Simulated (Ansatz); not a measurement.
Two isomers of CH10N2Si2: A = `N[SiH2]C(N)[SiH3]`, B = `N[SiH2]C[SiH2]N`.

Gas-phase electronic energies from Ansatz, PBE0-D4/def2-TZVP geometries. CCSD(T)/CBS adds triple-zeta CCSD(T) − MP2 to the extrapolated MP2 energy (def2 sets, frozen cores). DFT in def2-TZVPP. B3LYP here is the variant with VWN-RPA as its local correlation; programs differ in this. One conformer a species, not always the lowest.

Problem. Which isomer does CCSD(T)/CBS put lower? Give the gap. (An estimate is asked.)

Solution. The calculation gave: B, by 38.1 kcal/mol.

Problem. Give E(B) − E(A) in kcal/mol with PBE0-D4, PBE-D4, r2SCAN-D4, B3LYP-D4, ωB97M-V, B2PLYP, HF/def2-TZVPP. (Best estimate.)

Solution. Ansatz gave: PBE0-D4 -36.8, PBE-D4 -35.1, r2SCAN-D4 -38.2, B3LYP-D4 -37.2, ωB97M-V -38.1, B2PLYP -37.7, HF/def2-TZVPP -38.8. None reverses the order clearly.

Largest T1 diagnostic: 0.011.

From PBE to PBE0 (25 % exact exchange), in def2-TZVPP and without D4, E(B) − E(A) moves by −1.8 kcal/mol.
